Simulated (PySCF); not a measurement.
# Two-component Hartree-Fock for Au²⁺ (gold, charge +2)

Start: [Xe] 4f14 5d9; 5d3/2 filled at m_j = -3/2, -1/2, +1/2, +3/2; 5d5/2 filled at m_j = -3/2, -1/2, +1/2, +3/2, +5/2. Calculated with PySCF 2.14 in x2c-SVPall-2c: generalised Hartree-Fock with the X2C-1e Hamiltonian and a Gaussian nucleus; one run each with spin-orbit coupling (SO) switched off, then screened by Boettger's factors.

```csv
spinor shell,electrons,"ε, spin-free (eV)","ε, screened SO (eV)",weight of nominal j (screened SO),"rms radius, screened SO (bohr)"
1s1/2,2,-81193.6,-81162.7,1.000,0.0190
2s1/2,2,-14496.1,-14486.3,1.000,0.0769
2p1/2,2,-12547.9,-13869.9,1.000,0.0651
2p3/2,4,-12547.9,-12028.4,1.000,0.0731
3s1/2,2,-3507.0,-3503.8,1.000,0.196
3p1/2,2,-2932.9,-3227.4,1.000,0.188
3p3/2,4,-2932.9,-2814.7,1.000,0.204
3d3/2,4,-2309.3,-2359.7,1.000,0.180
3d5/2,6,-2309.3,-2272.6,1.000,0.183
4s1/2,2,-815.26,-814.25,1.000,0.432
4p1/2,2,-623.78,-695.08,1.000,0.438
4p3/2,4,-623.78,-594.90,1.000,0.471
4d3/2,4,-388.65,-399.34,1.000,0.487
4d5/2,6,-388.65,-380.46,1.000,0.496
5s1/2,2,-149.51,-149.33,1.000,0.998
4f5/2,6,-125.63,-127.34,0.999,0.544
4f7/2,8,-125.63,-123.50,0.999,0.546
5p1/2,2,-96.202,-108.28,0.998,1.13
5d3/2,4,-33.762,-35.028,0.970,1.57
5d5/2,5,-33.762,-32.792,0.976,1.63
```

Question: Where does 5p3/2 lie, and what is the 5p spin-orbit splitting (screened SO)?

Answer: At -91.091 eV, 17.192 eV above 5p1/2.

| quantity | spin-free | screened SO |
| --- | --- | --- |
| E (hartree) | -18995.49148 | -19024.64686 |
| M_J | 5/2 | 5/2 |
| ⟨J²⟩ | 8.792 | 8.810 |
| ⟨L²⟩ | 6.034 | 6.176 |
| ⟨S²⟩ | 0.758 | 0.896 |

Each row is a mean over spinors that exchange with the open shell spreads, by up to 4.666 eV (5p3/2).

⟨J²⟩ departs a little from M_J(M_J + 1) because the unrestricted spinors polarise the closed shells.

Breit and QED terms are absent; they matter most for the inner s and p1/2 levels.

Densities and radii are taken from the X2C orbitals without a picture-change correction, which distorts them close to the nucleus.

Without spin-orbit coupling the j labels of p, d and f shells carry no meaning; the spin-free column gives the mean over the occupied spinors of each nl shell.
